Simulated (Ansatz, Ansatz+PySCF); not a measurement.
```csv
atom,x (Å),y (Å),z (Å)
Be,0.0000,0.0000,-1.7846
O,0.0000,0.0000,0.8923
```

Basis set: cc-pVDZ (spherical functions). Correlated methods keep 1 orbital frozen. Charge 0, multiplicity 1.

Computed with Ansatz (development build ahead of 0.2.0); each method stands on the lowest determinant of its kind that the runs found. Restricted open shells among the atoms or ions are ROHF, correlated in semicanonical orbitals with singles. Restricted functionals stand beside restricted open-shell atoms, which can lie above the unrestricted atoms usual in DFT and then raise those values.

The atomization energy at this shape (free ground-state atoms in the same class of orbitals less the molecule, no zero-point energy) of singlet BeO:

```
               method  atomization energy
 ωB97X (unrestricted)      -4.55 kcal/mol
r²SCAN (unrestricted)       6.75 kcal/mol
   ωB97X (restricted)     -39.10 kcal/mol
  r²SCAN (restricted)     -31.41 kcal/mol
  PBE0 (unrestricted)      -0.97 kcal/mol
     PBE (restricted)     -19.37 kcal/mol
    PBE0 (restricted)     -37.72 kcal/mol
         UHF-CCSDT(Q)       1.45 kcal/mol
          UHF-CCSD(T)      -8.77 kcal/mol
          RHF-CCSD(T)     -38.81 kcal/mol
              UHF-MP2     -20.38 kcal/mol
              RHF-MP2     -55.44 kcal/mol
                  UHF     -21.27 kcal/mol
                  RHF     -71.50 kcal/mol
             RHF-CCSD     -45.54 kcal/mol
```

What does PBE (unrestricted) give?

9.80 kcal/mol. Caution: another spin multiplicity may lie lower. Caution for ωB97X (unrestricted), PBE0 (unrestricted): the determinant breaks the point group. Caution for ωB97X (unrestricted), PBE0 (unrestricted), UHF-CCSDT(Q), UHF-CCSD(T), UHF-MP2, UHF: the unrestricted determinant is a mixture of spin states. Caution for r²SCAN (unrestricted), PBE (unrestricted): the unrestricted determinant is spin contaminated. Caution for ωB97X (restricted), r²SCAN (restricted), PBE (restricted), PBE0 (restricted), RHF-CCSD(T), RHF-MP2, RHF, RHF-CCSD: an unrestricted determinant lies well below. Caution for ωB97X (restricted), r²SCAN (restricted), PBE0 (restricted), RHF-CCSD(T), RHF-MP2, RHF, RHF-CCSD: the molecule lies well above its atoms at this level. Caution for UHF-CCSDT(Q), UHF-CCSD(T), UHF-MP2: a plain start can end on a higher determinant. Caution for UHF-CCSDT(Q), UHF-CCSD(T), RHF-CCSD(T), UHF-MP2, RHF-MP2, RHF-CCSD: bonds are stretched, where a single reference can fail. Caution for UHF-CCSDT(Q): the amplitudes may be one of several solutions. Caution for UHF-CCSD(T), RHF-CCSD(T): the program doubts this total. Caution for RHF-CCSD(T): the program finds a lower state of this spin. Caution for UHF: a free atom is spin contaminated.
